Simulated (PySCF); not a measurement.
BrCdH3Si. Atoms are numbered in the order given.

```xyz
6

Cd     0.0000     0.0000     0.4140
Br     0.0000     0.0000    -2.0239
Si     0.0000     0.0000     2.9055
H     -1.2132    -0.7004     3.4284
H      0.0000     1.4009     3.4284
H      1.2132    -0.7004     3.4284
```

The structure is a stationary point at PBE0-D3(BJ)/def2-SVP. The structure was generated by enumeration; whether it is a known compound was not checked. The def2 effective core potentials stand for the cores of Cd; spin–orbit coupling is left out.

These are PySCF with TDDFT-B3LYP/def2-SVPD values and carry that method's errors.

Vertical excitations; the highest root listed may be one member of a degenerate set. The molecule is in vacuum. State labels are in the subgroup Cs.

```json
[
 {"state": "S1", "symmetry": "A'", "energy (eV)": "5.24", "λ (nm)": "236", "f": "0.013", "main pairs": "HOMO−1→LUMO (degenerate set)"},
 {"state": "S2", "symmetry": "A\"", "energy (eV)": "5.24", "λ (nm)": "236", "f": "0.013", "main pairs": "HOMO→LUMO (degenerate set)"},
 {"state": "S3", "symmetry": "A\"", "energy (eV)": "5.38", "λ (nm)": "231", "f": "0.000", "main pairs": "HOMO−1→LUMO+1 50 %, HOMO→LUMO+2 50 %"},
 {"state": "S4", "symmetry": "A'", "energy (eV)": "5.42", "λ (nm)": "229", "f": "0.000", "main pairs": "HOMO→LUMO+1, HOMO−1→LUMO+2 (degenerate set)"},
 {"state": "S5", "symmetry": "A\"", "energy (eV)": "5.42", "λ (nm)": "229", "f": "0.000", "main pairs": "HOMO→LUMO+2, HOMO−1→LUMO+1 (degenerate set)"},
 {"state": "S6", "symmetry": "A'", "energy (eV)": "5.61", "λ (nm)": "221", "f": "0.025", "main pairs": "HOMO−1→LUMO+2 35 %, HOMO→LUMO+1 35 %, HOMO−2→LUMO 26 %"},
 {"state": "S7", "symmetry": "A'", "energy (eV)": "5.65", "λ (nm)": "219", "f": "0.036", "main pairs": "HOMO−2→LUMO+2 (degenerate set)"},
 {"state": "S8", "symmetry": "A\"", "energy (eV)": "5.65", "λ (nm)": "219", "f": "0.036", "main pairs": "HOMO−2→LUMO+1 (degenerate set)"},
 {"state": "S9", "symmetry": "A'", "energy (eV)": "6.37", "λ (nm)": "195", "f": "1.163", "main pairs": "HOMO−2→LUMO 66 %, HOMO→LUMO+1 11 %, HOMO−1→LUMO+2 11 %"},
 {"state": "S10", "symmetry": "A'", "energy (eV)": "7.41", "λ (nm)": "167", "f": "0.018", "main pairs": "HOMO−2→LUMO+3 76 %, HOMO−3→LUMO 13 %"},
 {"state": "T1", "symmetry": "A'", "energy (eV)": "4.82", "λ (nm)": "257", "f": "0", "main pairs": "HOMO−2→LUMO 98 %"},
 {"state": "T2", "symmetry": "A'", "energy (eV)": "4.96", "λ (nm)": "250", "f": "0", "main pairs": "HOMO−1→LUMO (degenerate set)"},
 {"state": "T3", "symmetry": "A\"", "energy (eV)": "4.96", "λ (nm)": "250", "f": "0", "main pairs": "HOMO→LUMO (degenerate set)"},
 {"state": "T4", "symmetry": "A'", "energy (eV)": "5.03", "λ (nm)": "246", "f": "0", "main pairs": "HOMO−2→LUMO+2 91 %"}
]
```
Triplets are in the Tamm–Dancoff approximation, which puts them higher than full response would, so one can lie above its singlet here.
